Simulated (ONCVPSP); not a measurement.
**What one change does to a pseudopotential (tungsten (W), ONCV)**

```json
{"Element": "W (Z = 74)", "Generator": "ONCVPSP 4.0.1", "Type": "optimised norm-conserving Vanderbilt (ONCV)", "Functional": "LDA (Perdew-Wang 92)", "Relativity": "scalar-relativistic", "Frozen core": "[Kr] 4d10 4f14", "Valence charge": "14", "Reference configuration": "5s2 5p6 5d4 6s2", "Partial waves": "5s+6s: rc 1.80 bohr, ncon 4, nbas 7, qcut 7.5 1/bohr, 2 projectors; 5p: rc 1.75 bohr, ncon 5, nbas 9, qcut 8.3 1/bohr, 2 projectors, debl 3 Ha; 5d: rc 2.25 bohr, ncon 4, nbas 8, qcut 7.3 1/bohr, 2 projectors, debl 0.6 Ha", "Local potential": "polynomial inside 1.55 bohr (lpopt 5, dvloc0 0 Ha)", "Core correction": "none"}
```

Change: local potential polynomial inside 1.20 bohr (lpopt 5, dvloc0 0 Ha).

Cutoffs: the cutoffs (Ha) at which the residual kinetic energy of the hardest occupied pseudo-wave falls to 1 and 0.1 mHa per electron; they do not see the model core or the augmentation charge, which bear on the density cutoff. Errors are all-electron minus pseudo energies relative to the spin-unpolarised reference configuration.

Problem. Predict the effect on cutoff, ghosts and configuration errors.

Solution. The potential gets neither clearly harder nor softer (25 Ha and 29 Ha → 25 Ha and 29 Ha); of the 4 tests that both files solve, the error grows in 0 and shrinks in 1 by more than 15 % and 0.3 meV (median size 4.3 → 4.3 meV); neither file shows a bound ghost.

| quantity | base | changed |
| --- | --- | --- |
| cutoff, loose | 25 Ha | 25 Ha |
| cutoff, tight | 29 Ha | 29 Ha |
| bound ghosts | none | none |
| GHOST(+) flags under 300 eV | s at 273.4 eV | s at 127.3 eV |
| error for 5s2 5p6 5d4 6s1, meV [ΔE 9.13 eV] | -2.7 | -2.7 |
| error for 5s2 5p6 5d4 6s0, meV [ΔE 25.14 eV] | -6.0 | -6.0 |
| error for 5s2 5p6 5d3 6s0, meV [ΔE 50.85 eV] | -14 | -14 |
| error for 5s2 5p6 5d4 6s0 6p2, meV [ΔE 9.43 eV] | -1.6 | -1.2 |
| s: phases at 1.83 bohr within 0.05 rad from the reference energy up to (Ha; the scan ends near 5) | to the end of the scan | 4.4 |
| p: phases at 1.77 bohr within 0.05 rad from the reference energy up to (Ha; the scan ends near 5) | to the end of the scan | to the end of the scan |
| d: phases at 2.28 bohr within 0.05 rad from the reference energy up to (Ha; the scan ends near 5) | to the end of the scan | to the end of the scan |
